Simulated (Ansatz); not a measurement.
```yaml
crystal:
  periodic: [false, false, false]
  atoms:
    - {symbol: F, position_ang: [-2.617125, 0.655165, 0.484455]}
    - {symbol: Si, position_ang: [-1.486759, 0.719649, 1.314092]}
    - {symbol: F, position_ang: [-1.869755, -0.430393, 2.118943]}
    - {symbol: F, position_ang: [-1.545714, 1.899077, 2.292851]}
    - {symbol: Ge, position_ang: [0.405705, 0.614484, 0.229122]}
    - {symbol: Cl, position_ang: [0.812683, 2.378744, -1.269405]}
    - {symbol: Cl, position_ang: [2.309724, 0.622940, 1.460186]}
    - {symbol: Si, position_ang: [0.970632, -1.203802, -1.749317]}
    - {symbol: F, position_ang: [-0.164238, -1.253434, -2.289599]}
    - {symbol: F, position_ang: [0.550619, -2.897752, -0.502903]}
    - {symbol: F, position_ang: [2.293030, -1.159647, -2.229477]}
basis:
  gaussian: {orbitals: aug-pcseg-2}
hamiltonian: {xc: {name: r2SCAN}}
scf: {lower_state_search: off}
charge: 1
```

```sh
$ ansatz run in.yaml --threads 4 --pin off --events-out ev --progress --plain --max-ram 46080MiB --backend cuda --devices 0, --max-vram 37GiB
```

Shortened log:

```
Error: YAML parse error: error: line 19 column 1: unknown field `charge`, expected one of crystal, accuracy, basis, kpoints, hamiltonian, magnetization, projection, total_charge, correlation, batch, efield, external_charges, scf, relax, neb, saddle, md, ramp, phonons, dielectric, real_time, elastic, magnetic_configurations, gw, evaluate, workflow, output, checkpoint, execution
17 | hamiltonian: {xc: {name: r2SCAN}}
18 | scf: {lower_state_search: off}
19 | charge: 1
```

**Question.** What is wrong with this run?

**Answer.** The input holds a key that doesn't belong there. The program refused the input.
